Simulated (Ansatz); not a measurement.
**Swapping F for Cl on Nb: the dipole moment**

On one Nb centre that keeps S, n of the F ligands are replaced by Cl. The dipole moment y in D at wB97M-V/def2-TZVPP. Shapes: PBE0-D4/def2-TZVP. Programs: Ansatz 0.2.0.

| molecule | n | y (D) |
| --- | --- | --- |
| NbSF3 | 0 | 1.07 |
| NbSClF2 | 1 | 0.85 |
| NbSCl2F | 2 | ? |
| NbSCl3 | 3 | 0.56 |

Problem. Fit y = c + s·n to the known rows and predict NbSCl2F.

Solution. 
1. Means of the 3 rows: n = 1.33333, y = 0.827.
2. Σ(Δn)² = 4.6667, Σ(Δn·Δy) = -0.77667, so the slope is -0.77667/4.6667 = -0.16643.
3. Intercept: 0.827 − (-0.16643) × 1.33333 = 1.049. The largest residual of the fit is 0.033.
4. NbSCl2F: 1.049 + (-0.16643) × 2 = 0.72 D.

The run gave 0.70 D, so the prediction is off by +0.02 D, within the largest residual. The steps per swap are -0.22, -0.15, -0.14 D. Other levels give for NbSCl2F: r2SCAN-D4/def2-TZVPP 0.84; B3LYP-D4/def2-TZVPP 0.74 D. For atoms past krypton def2 sets carry core potentials with scalar relativity.
